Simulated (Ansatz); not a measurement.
`C[S][GeH3]` and `C[S][Ag]` differ in one atom or group.

Ansatz, PBE0-D4/def2-TZVP geometries, multiplicity 1. 

Elements past krypton have def2 core potentials. Scalar relativity is left out up to krypton.

```json
{"property": "HOMO energy (PBE/def2-TZVPP) / eV", "`C[S][GeH3]`": "-5.56"}
{"property": "HOMO energy (ωB97M-V/def2-TZVPP) / eV", "`C[S][GeH3]`": "-8.96"}
{"property": "HOMO–LUMO gap (PBE0/def2-TZVPP) / eV", "`C[S][GeH3]`": "6.90"}
{"property": "HOMO–LUMO gap (ωB97M-V/def2-TZVPP) / eV", "`C[S][GeH3]`": "10.90"}
{"property": "LUMO energy (ωB97M-V/def2-TZVPP) / eV", "`C[S][GeH3]`": "1.94"}
{"property": "HOMO energy (B3LYP/def2-TZVPP) / eV", "`C[S][GeH3]`": "-6.54"}
```

(1) What does the change do to each property? (An estimate is asked.)

Answers

(1) Computed: 
| property | `C[S][Ag]` | shift |
| --- | --- | --- |
| HOMO energy (PBE/def2-TZVPP) / eV | -4.84 | 0.72 |
| HOMO energy (ωB97M-V/def2-TZVPP) / eV | -7.89 | 1.07 |
| HOMO–LUMO gap (PBE0/def2-TZVPP) / eV | 3.27 | -3.63 |
| HOMO–LUMO gap (ωB97M-V/def2-TZVPP) / eV | 6.85 | -4.05 |
| LUMO energy (ωB97M-V/def2-TZVPP) / eV | -1.04 | -2.98 |
| HOMO energy (B3LYP/def2-TZVPP) / eV | -5.71 | 0.83 |

With PBE0 the HOMO rises by 0.93 eV and the LUMO falls by 2.71 eV, so the gap narrows by about 3.64 eV. PBE moves the HOMO by 0.72 eV and ωB97M-V by 1.07 eV. The zero-point energy changes by -62.4 kJ/mol with -9 modes.

B3LYP here is the variant with VWN-RPA as its local correlation; programs differ in this.
